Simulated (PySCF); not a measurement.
## Spin-rotation constants: `C=CC#C[C@H](C#N)SC`, C$_{7}$H$_{7}$NS

Geometry (Å), atoms numbered from 1 in this order:
```xyz
16

C     3.218    0.249    0.872
C     2.442   -0.707    0.373
C     1.228   -0.443   -0.290
C     0.212   -0.229   -0.902
C    -1.064    0.023   -1.525
C    -1.429    1.413   -1.420
N    -1.743    2.503   -1.280
S    -2.412   -0.988   -0.726
C    -2.306   -0.349    0.966
H     2.956    1.290    0.786
H     4.140    0.017    1.376
H     2.707   -1.754    0.456
H    -1.072   -0.296   -2.572
H    -2.578    0.703    0.978
H    -1.296   -0.494    1.341
H    -3.011   -0.927    1.554
```

Method: PySCF, GIAO PBE0/pcSseg-1 magnetisability, rotational g tensor and spin-rotation constants, non-relativistic, gas phase. Geometry: GFN2-xTB.

Problem. Give the nuclear spin-rotation constants along the inertial axes (H = +C I·J) beside the isotropic shieldings.

Solution. Rotational constants 2.0688, 0.7718, 0.6599 GHz. A star marks the isotopologue with that one atom substituted, in its own axes.
| atom | isotope | Caa (kHz) | Cbb (kHz) | Ccc (kHz) | mean (kHz) | σ (ppm) |
| --- | --- | --- | --- | --- | --- | --- |
| N7 | 14N | 0.432 | 0.078 | 0.111 | 0.207 | -35.7 |
| H10 | 1H | -0.164 | 0.038 | -0.056 | -0.061 | 25.4 |
| H11 | 1H | 0.174 | -0.073 | -0.072 | 0.009 | 25.6 |
| H12 | 1H | -0.169 | 0.032 | -0.054 | -0.064 | 25.6 |
| H13 | 1H | -0.209 | -0.081 | 0.021 | -0.090 | 27.7 |
| H14 | 1H | -0.204 | -0.010 | -0.045 | -0.086 | 29.0 |
| H15 | 1H | 0.053 | -0.082 | -0.066 | -0.032 | 29.0 |
| H16 | 1H | -0.174 | -0.023 | -0.054 | -0.084 | 29.7 |
| C1 | 13C* | 0.903 | 0.273 | 0.123 | 0.433 | 46.3 |
| C2 | 13C* | 0.818 | 0.252 | 0.116 | 0.396 | 64.0 |
| C3 | 13C* | 0.145 | 0.271 | 0.232 | 0.216 | 92.8 |
| C4 | 13C* | 0.253 | 0.229 | 0.222 | 0.235 | 96.8 |
| C5 | 13C* | 0.321 | 0.116 | 0.101 | 0.179 | 159.9 |
| C6 | 13C* | 0.821 | 0.136 | 0.205 | 0.387 | 68.0 |
| S8 | 33S* | 0.600 | 0.182 | 0.244 | 0.342 | 408.3 |
| C9 | 13C* | 0.297 | 0.111 | 0.086 | 0.164 | 169.9 |

For the geometry as given, no vibrational averaging.
